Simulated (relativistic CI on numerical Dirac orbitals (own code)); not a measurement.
Cr2+ in a cubic cluster: 3s photoemission with charge transfer

Computed with a charge-transfer multiplet model of a cubic metal-ligand cluster with up to 2 ligand holes, Slater and spin-orbit integrals from Dirac-Coulomb-Breit ions, Slater integrals scaled by 0.8. The ground state mixes d4 with configurations of k ligand holes L, whose averages lie at kΔ + k(k − 1)U_dd/2; a core hole lowers each added d electron by U_cd. 20 K, Lorentzian 1.4 eV and Gaussian 0.8 eV FWHM.

Atomic integrals in eV (Slater integrals scaled, ζ unscaled), ground: F2dd 7.675, F4dd 4.768, zeta_d 0.027; with the core hole: F2dd 8.667, F4dd 5.429, zeta_d 0.034, G2cd 8.892.

Cluster parameters (eV): U_dd = 5.9, U_cd = 6.9, 10Dq = 0.95, 10Dq(ligand) = 1.2, V(eg) = 2.7, V(t2g) = -1.39, final-state hopping factor = 0.9.

```
      Case   n_d    d4   d5L  d6L2     S
Δ = 3.9 eV  4.52  0.53  0.42  0.05  2.00
Δ = 6.9 eV  4.32  0.70  0.28  0.02  2.00
Δ = 9.9 eV  4.20  0.80  0.19  0.01  2.00
```

Weights, n_d and S are thermal averages at 20 K. Binding energies count from the first peak over 30 % of the highest in each spectrum, which can be another peak from case to case. The parameters are a model scan and need not match a compound or its usual spin state. Peaks in eV (height, largest 100):
- Δ = 3.9 eV: 0.0 (100), 5.1 (27), 9.6 (82), 18.6 (17)
- Δ = 6.9 eV: 0.0 (100), 4.8 (31), 9.6 (72), 17.5 (13)
- Δ = 9.9 eV: 0.0 (100), 5.1 (22), 8.2 (40), 9.6 (51), 17.6 (7)

For the case Δ = 6.9 eV, Δ = 6.9 eV is larger than U_dd = 5.9 eV, the Mott-Hubbard side of the Zaanen-Sawatzky-Allen scheme. With the core hole the configuration with one ligand hole lies at Δ − U_cd = -3.0, 0.0, 3.0 eV from the one without, in the order of the table; where this is negative the screened configuration lies lower, though the effective hopping of about 4.6 eV (from the holes of the mixed ground state) mixes the two strongly wherever it is as large as the gap.

Without intra-shell correlation the exchange splitting of the 3s hole comes out too large.
